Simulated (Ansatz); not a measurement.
Computed with Ansatz on PBE0-D4/def2-TZVP structures; ΔE is electronic, products minus reactants. CCSD(T)/CBS is the MP2 limit (def2-TZVPP, def2-QZVPP) plus CCSD(T) − MP2 in def2-TZVPP, frozen cores. This one scheme is used for every species. Double bonds are as drawn, so ΔE can hold a change between cis and trans. DFT in def2-TZVPP. B3LYP here is the variant with VWN-RPA as its local correlation; programs differ in this. Each species was taken in one conformer, which may not be the lowest.

Reaction (formal exchange of groups at a C–Al bond): `F/C=[C](/[AlH2])[SiH3]` + `CF` → `F/C=C(\[SiH3])CF` + `[AlH3]`

(1) Is it downhill or uphill in electronic energy at CCSD(T)/CBS, and by how much? (An estimate is asked.)

(2) What do these levels give: r2SCAN-D4, PBE0-D4, B3LYP-D4, ωB97X-V, ωB97M-V, B2PLYP, PBE, SCS-MP2/def2-TZVPP, HF/def2-QZVPP, MP2/def2-QZVPP, SCS-MP2/def2-QZVPP, CCSD/CBS(def2)? (Estimate.)

Largest T1 diagnostic among the species: 0.013.

Results:

(1) The calculation gave: Uphill: ΔE = +15.6 kcal/mol.

(2) Computed: r2SCAN-D4 15.8, PBE0-D4 15.1, B3LYP-D4 15.2, ωB97X-V 14.0, ωB97M-V 14.8, B2PLYP 15.8, PBE 15.3, SCS-MP2/def2-TZVPP 15.7, HF/def2-QZVPP 14.5, MP2/def2-QZVPP 16.9, SCS-MP2/def2-QZVPP 16.0, CCSD/CBS(def2) 15.2 kcal/mol.

In def2-TZVPP, CCSD(T) changes the Hartree–Fock value by +0.9 kcal/mol (the triples alone add +0.4 kcal/mol) and MP2 by +2.3 kcal/mol.
